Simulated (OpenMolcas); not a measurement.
A calculation on Os⁶⁺.

```
Program             : OpenMolcas
Method              : SS-RASPT2, IPEA 0.25 Eh, imaginary shift 0.1 Eh (closed shells correlated: 5s)
Basis               : ANO-RCC-VQZP [9s8p6d4f3g2h]
Scalar Hamiltonian  : DKH2, point nucleus
Active space        : 8 electrons in 8 orbitals (RAS1 5p, at most 2 holes; RAS2 5d)
State averaging     : 2S+1 = 3 even, 10 roots; 2S+1 = 1 even, 15 roots
Spin-orbit coupling : RASSI with atomic mean-field integrals over the reference wave functions, term energies averaged over their components
```

(1) Which level of the active space comes out lowest?

(2) How high does 5d² ¹S₀ lie?

(3) How high does 5d² ³P₀ lie?

(4) How high does 5d² ³P₁ lie?

(5) The level at 19910 cm⁻¹ has J = 2. What is it made of, and what is its g factor?

Measured values: van het Hof, Joshi, Wyart and Sugar, J. Res. Natl. Inst. Stand. Technol. 100, 687 (1995).

Results:

(1) 5d² ³F₂, with 87 % of that term; it is also the measured ground level.

(2) 58660 cm⁻¹ above the lowest level; measured 57710 cm⁻¹ above the ground level, so the calculation is off by +2 %.

(3) 16530 cm⁻¹ above the lowest level; measured 15837 cm⁻¹ above the ground level, so the calculation is off by +4 %.

(4) 22980 cm⁻¹ above the lowest level; measured 22098 cm⁻¹ above the ground level, so the calculation is off by +4 %.

(5) 49 % 5d² ¹D₂, 40 % 5d² ³P, 11 % 5d² ³F; g = 1.166, against 1.000 from Landé's formula for the pure leading term.

CASPT2 breaks the degeneracy within a term, and the mean is taken; among the terms shown or strongly mixed into the levels shown the widest spread is 280 cm-1 (5d² ³F). Active for correlation alone: 5p; no level in the range computed is led by a configuration that opens it, so any true level of that kind is missing. Measured partners are found by configuration, term and J. A level has none where our copy of the source lacks it or the pairing is in doubt (some pairs that miss far off the trend of their configuration count as doubtful), and it then counts in no deviation. Only configurations of the active space appear.
